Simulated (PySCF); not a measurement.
RhCl₂⁺: one-bond stretch

Method: UPBE0 in PySCF with Rh def2-SVP with ECP28, Cl def2-SVP; scalar-relativistic core potentials, no spin–orbit coupling; density-fitted integrals.

Rigid scan from the quintet minimum (Rh–Cl 2.197 Å (×2); Cl–Rh–Cl 180.0°). Coordinate: the bond from Rh to the last atom (Cl) scaled, the rest fixed. Energies in kJ/mol from the minimum.

| scale of one bond | E (kJ/mol) | dipole size (D, about the centre of mass) | ⟨S²⟩ |
| --- | --- | --- | --- |
| 0.92 | 33.3 | 0.61 | 6.01 |
| 0.96 | 7.2 | 0.27 | 6.01 |
| 1.00 | 0.0 | 0.00 | 6.01 |
| 1.05 | 8.5 | 0.26 | 6.01 |
| 1.12 | 39.2 | 0.46 | 6.01 |
| 1.20 | 85.2 | 0.47 | 6.01 |
| 1.35 | 167.5 | 0.06 | 6.01 |
| 1.55 | 238.4 | – | 6.01 |
| 1.80 | 184.0 | – | 6.01 |
| 2.20 | 201.9 | – | 6.01 |

With open d or f shells other occupations or spin states may lie lower.

Other isomers or separated fragments may lie lower.
